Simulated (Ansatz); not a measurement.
Isomers of Mg7⁺ (doublet), relaxed with PBE0/def2-SVP; total energies from Ansatz at PBE0/def2-TZVP.

| isomer | description | energy (Eh) |
| --- | --- | --- |
| A | point group C2; 15 × Mg–Mg 2.96 to 3.37 Å | -1399.64136 |
| B | point group C2v; 15 × Mg–Mg 2.97 to 3.37 Å | -1399.64319 |

The isomers come from a short search, and lower ones may exist.

**Question.** Work out the relative energies (1 Eh = 2625.5 kJ/mol) and the Boltzmann populations at 800 K from electronic energies alone (R = 8.314 J/mol/K).

**Answer.** ΔE: A 4.8, B 0.0 kJ/mol. RT = 6.65 kJ/mol. Factors exp(−ΔE/RT): A 0.486, B 1; sum 1.486. Populations: A 32.7 %, B 67.3 %. Zero-point energy, vibrational entropy and symmetry numbers are left out and can shift these; an error of 4 kJ/mol changes a ratio by a factor of 1.8. Over the other density-functional and correlated levels in def2 sets, the gap between B and A ranges from 2 to 17 kJ/mol.
